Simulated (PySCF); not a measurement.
F₂In, charge +1, singlet, geometry from GFN2-xTB (such geometries of metal compounds can be far from the true shape) (all electrons, no relativity); R2SCAN/3-21G run with PySCF.

PySCF was given this input:
```python
from pyscf import gto, scf, dft

mol = gto.M(
    atom='''
In    0.000000    0.000000    0.000000
F     0.000000    0.000000    2.027818
F    -0.000000   -0.000000   -2.027818
''',
    basis='3-21g',
    charge=1,
    spin=0,
    verbose=4,
    symmetry=True,
    symmetry_subgroup='C2v',
)

mf = dft.RKS(mol)
mf.xc = 'r2scan'
mf.kernel()
mf.analyze()
```

What the program printed (banner, timings and long lists left out):

```
PySCF version 2.14.0

[INPUT] verbose = 4
[INPUT] num. atoms = 3
[INPUT] num. electrons = 66
[INPUT] charge = 1
[INPUT] spin (= nelec alpha-beta = 2S) = 0
[INPUT] symmetry True subgroup C2v
[INPUT] Mole.unit = angstrom
[INPUT] Symbol           X                Y                Z      unit          X                Y                Z       unit  Magmom
[INPUT]  1 In     0.000000000000   0.000000000000   0.000000000000 AA    0.000000000000   0.000000000000   0.000000000000 Bohr   0.0
[INPUT]  2 F      0.000000000000   0.000000000000   2.027818000000 AA    0.000000000000   0.000000000000   3.832020650463 Bohr   0.0
[INPUT]  3 F      0.000000000000   0.000000000000  -2.027818000000 AA    0.000000000000   0.000000000000  -3.832020650463 Bohr   0.0

nuclear repulsion = 240.73461083475
point group symmetry = Dooh, use subgroup C2v
symmetry origin: [0. 0. 0.]
symmetry axis x: [1. 0. 0.]
symmetry axis y: [0. 1. 0.]
symmetry axis z: [0. 0. 1.]
num. orbitals of irrep A1 = 25
num. orbitals of irrep A2 = 2
num. orbitals of irrep B1 = 11
num. orbitals of irrep B2 = 11
number of shells = 23
number of NR pGTOs = 111
number of NR cGTOs = 49
basis = 3-21g
ecp = {}

******** <class 'pyscf.dft.rks_symm.SymAdaptedRKS'> ********
method = SymAdaptedRKS
initial guess = minao
damping factor = 0
level_shift factor = 0
DIIS = <class 'pyscf.scf.diis.CDIIS'>
diis_start_cycle = 1
diis_space = 8
diis_damp = 0
SCF conv_tol = 1e-09
SCF conv_tol_grad = None
SCF max_cycles = 50
direct_scf = True
direct_scf_tol = 1e-13
XC library pyscf.dft.libxc version 7.1.2
    S. Lehtola, C. Steigemann, M. J. T. Oliveira, and M. A. L. Marques,  SoftwareX 7, 1–5 (2018)
XC functionals = r2scan
    J. W. Furness, A. D. Kaplan, J. Ning, J. P. Perdew, and J. Sun,  J. Phys. Chem. Lett. 11, 8208–8215 (2020)
    J. W. Furness, A. D. Kaplan, J. Ning, J. P. Perdew, and J. Sun,  J. Phys. Chem. Lett. 11, 9248–9248 (2020)
    J. W. Furness, A. D. Kaplan, J. Ning, J. P. Perdew, and J. Sun,  J. Phys. Chem. Lett. 11, 8208–8215 (2020)
    J. W. Furness, A. D. Kaplan, J. Ning, J. P. Perdew, and J. Sun,  J. Phys. Chem. Lett. 11, 9248–9248 (2020)
radial grids:
    Treutler-Ahlrichs [JCP 102, 346 (1995); DOI:10.1063/1.469408] (M4) radial grids

becke partition: Becke, JCP 88, 2547 (1988); DOI:10.1063/1.454033
pruning grids: <function nwchem_prune>
grids dens level: 3
symmetrized grids: True
atomic radii adjust function: <function treutler_atomic_radii_adjust>
small_rho_cutoff = 0
Freeze 0 electrons in irreps []
    66 free electrons in irreps A1 A2 B1 B2
Set gradient conv threshold to 3.16228e-05
Initial guess from minao.
tot grids = 50400
init E= -5903.87355217548
HOMO (B1) = -0.47496605957786  LUMO (A1) = -0.234872413849009  gap/eV = 6.53328
cycle= 1 E= -5915.11324472029  delta_E= -11.2  |g|= 0.923  |ddm|= 1.89
HOMO (B2) = -0.304222576240086  LUMO (A1) = -0.274209577053888  gap/eV = 0.81670
cycle= 2 E= -5912.01589031858  delta_E=  3.1  |g|= 3.54  |ddm|= 3.72
HOMO (B2) = -0.538657891724747  LUMO (A1) = -0.415163300523536  gap/eV = 3.36046
cycle= 3 E= -5915.32864431279  delta_E= -3.31  |g|= 0.0526  |ddm|= 3.03
HOMO (B1) = -0.526137497080109  LUMO (A1) = -0.416147253892864  gap/eV = 2.99299
cycle= 4 E= -5915.32752689756  delta_E= 0.00112  |g|= 0.0828  |ddm|= 0.117
HOMO (B2) = -0.531117390998637  LUMO (A1) = -0.417156110344946  gap/eV = 3.10104
cycle= 5 E= -5915.32904965013  delta_E= -0.00152  |g|= 0.0257  |ddm|= 0.0617
HOMO (B1) = -0.53343887284693  LUMO (A1) = -0.417884357453474  gap/eV = 3.14440
cycle= 6 E= -5915.32919593804  delta_E= -0.000146  |g|= 0.00151  |ddm|= 0.022
HOMO (B1) = -0.533469707357616  LUMO (A1) = -0.417801354595705  gap/eV = 3.14750
cycle= 7 E= -5915.32919656306  delta_E= -6.25e-07  |g|= 5.48e-05  |ddm|= 0.00189
HOMO (B2) = -0.533462877817808  LUMO (A1) = -0.417798151015264  gap/eV = 3.14740
cycle= 8 E= -5915.32919656375  delta_E= -6.89e-10  |g|= 2.29e-06  |ddm|= 5.38e-05
HOMO (B1) = -0.533462088038595  LUMO (A1) = -0.417797941442251  gap/eV = 3.14738
Extra cycle  E= -5915.32919656375  delta_E= 3.64e-12  |g|= 6.84e-06  |ddm|= 8.32e-06
converged SCF energy = -5915.32919656375
**** SCF Summaries ****
Total Energy =                       -5915.329196563746336
Nuclear Repulsion Energy =             240.734610834749503
One-electron Energy =                -8632.564136102151679
Two-electron Energy =                 2476.500328703656123
Two-electron Coulomb Energy =         2653.108145565646737
DFT Exchange-Correlation Energy =     -176.607816861990841
HOMO-LUMO gap [eV] =                     3.147381741706960
Wave-function symmetry = A1
occupancy for each irrep:     A1   A2   B1   B2
                              17    2    7    7
**** MO energy ****
MO #1 (A1 #1), energy= -980.871148762369 occ= 2
MO #2 (A1 #2), energy= -144.644448054769 occ= 2
MO #3 (B1 #1), energy= -134.562460714435 occ= 2
MO #4 (B2 #1), energy= -134.562460714435 occ= 2
MO #5 (A1 #3), energy= -134.561506790456 occ= 2
MO #6 (A1 #4), energy= -27.9203824683155 occ= 2
MO #7 (A1 #5), energy= -24.5826199547729 occ= 2
MO #8 (A1 #6), energy= -24.5820699170901 occ= 2
MO #9 (B1 #2), energy= -23.6980393004922 occ= 2
MO #10 (B2 #2), energy= -23.6980393004923 occ= 2
MO #11 (A1 #7), energy= -23.6915183431283 occ= 2
MO #12 (A2 #1), energy= -16.5200511552716 occ= 2
MO #13 (A1 #8), energy= -16.5200511034059 occ= 2
MO #14 (A1 #9), energy= -16.5159751005287 occ= 2
MO #15 (B1 #3), energy= -16.5157885803659 occ= 2
MO #16 (B2 #3), energy= -16.5157885803659 occ= 2
MO #17 (A1 #10), energy= -4.55897669182746 occ= 2
MO #18 (B1 #4), energy= -3.18731669666973 occ= 2
MO #19 (B2 #4), energy= -3.1873166966697 occ= 2
MO #20 (A1 #11), energy= -3.17701956975674 occ= 2
MO #21 (A1 #12), energy= -1.31098578150234 occ= 2
MO #22 (A1 #13), energy= -1.29688185076092 occ= 2
MO #23 (A2 #2), energy= -1.11609266575081 occ= 2
MO #24 (A1 #14), energy= -1.11609214489706 occ= 2
MO #25 (B1 #5), energy= -1.10794860187832 occ= 2
MO #26 (B2 #5), energy= -1.10794860187836 occ= 2
MO #27 (A1 #15), energy= -1.09402841857902 occ= 2
MO #28 (A1 #16), energy= -0.630914367160514 occ= 2
MO #29 (A1 #17), energy= -0.596773897884099 occ= 2
MO #30 (B1 #6), energy= -0.549801447153689 occ= 2
MO #31 (B2 #6), energy= -0.549801447153689 occ= 2
MO #32 (B1 #7), energy= -0.533462088038595 occ= 2
MO #33 (B2 #7), energy= -0.533462088038599 occ= 2
MO #34 (A1 #18), energy= -0.417797941442251 occ= 0
MO #35 (B1 #8), energy= -0.299433664226675 occ= 0
MO #36 (B2 #8), energy= -0.299433664226677 occ= 0
MO #37 (A1 #19), energy= -0.140328079658393 occ= 0
MO #38 (A1 #20), energy= -0.0475688228790294 occ= 0
MO #39 (B1 #9), energy= -0.00862199501787742 occ= 0
MO #40 (B2 #9), energy= -0.00862199501790117 occ= 0
MO #41 (A1 #21), energy= 0.0748707667632562 occ= 0
 ** Mulliken pop on meta-lowdin orthogonal AOs  **
 ** Mulliken pop  **
 ** Mulliken atomic charges  **
charge of    0In =      1.42653
charge of    1F =     -0.21327
charge of    2F =     -0.21327

WARN: System has nonzero charge 1; the dipole moment is origin-dependent.
Location of origin: [0. 0. 0.]

Dipole moment(X, Y, Z, Debye):  0.00000,  0.00000,  0.00000
```
